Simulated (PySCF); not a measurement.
Ag²⁺: excitation energy

Ag²⁺ [Kr] 4d9 (2D) → Ag²⁺ [Kr] 4d8 5p1 (high-spin determinant), as a difference of total energies. Calculation: PySCF 2.14, in x2c-TZVPPall with one added diffuse shell each of s, p, d, f type (9s7p7d3f1g, 95 functions); the spin-free X2C one-electron Hamiltonian (Gaussian nucleus). Correlated levels: valence: [Kr] frozen; valence and next inner shell: [Ar] 3d10 frozen. The calculations carry no spin-orbit coupling.

| method | excitation energy (cm⁻¹) |
| --- | --- |
| UHF | 112560 |
| LDA | 120010 |
| PBE | 117670 |
| PBE0 | 118400 |
| r2SCAN | 116350 |
| r2SCAN0 | 117220 |
| BHandHLYP | 118010 |
| M06-2X | 122680 |
| wB97X | 122870 |
| MP2 (valence) | 121860 |
| SCS-MP2 (valence) | 122350 |
| MP2 (valence and next inner shell) | 121430 |
| SCS-MP2 (valence and next inner shell) | 121100 |

A first-order spin-orbit estimate (lowest level to lowest level, LS coupling) adds -0.009 eV.

The determinant of the upper state mixes LS terms, which raises its energy above the lowest term, most at the Hartree-Fock and MP2 levels.
